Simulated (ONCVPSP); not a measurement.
# Configuration tests for Mn (ONCV)

Mn, optimised norm-conserving Vanderbilt (ONCV), made with ONCVPSP 4.0.1 (LDA (Perdew-Zunger), scalar-relativistic). Core [Ne], reference 3s2 3p6 3d5 4s2. Waves: 3s+4s: rc 1.30 bohr, ncon 4, nbas 8, qcut 10.3 1/bohr, 2 projectors; 3p: rc 0.85 bohr, ncon 4, nbas 7, qcut 11.3 1/bohr, 1 projector; 3d: rc 1.40 bohr, ncon 3, nbas 7, qcut 12.3 1/bohr, 2 projectors, debl 0.6 Ha. Local part: polynomial inside 0.80 bohr (lpopt 5, dvloc0 0 Ha). Core correction: Teter function, fcfact 1.75, rcfact 1.3.

Energies are relative to the spin-unpolarised reference configuration 3s2 3p6 3d5 4s2; without spin polarisation the order of configurations can differ from experiment.

```json
{"valence configuration": "3s2 3p6 3d5 4s1", "charge": "+1", "ΔE all-electron (eV)": "8.654", "error AE − PS (meV)": "0.0"}
{"valence configuration": "3s2 3p6 3d5.5 4s1.5", "charge": "0", "ΔE all-electron (eV)": "-0.505", "error AE − PS (meV)": "+2.3"}
```

(1) What are ΔE and the potential's error for 3s2 3p6 3d4 4s0?

(2) What are ΔE and the potential's error for 3s2 3p6 3d5 4s0?

## Answers

(1) ΔE = 57.342 eV all-electron; the error (AE − PS) is +7.4 meV.

(2) ΔE = 24.531 eV all-electron; the error (AE − PS) is +1.6 meV.
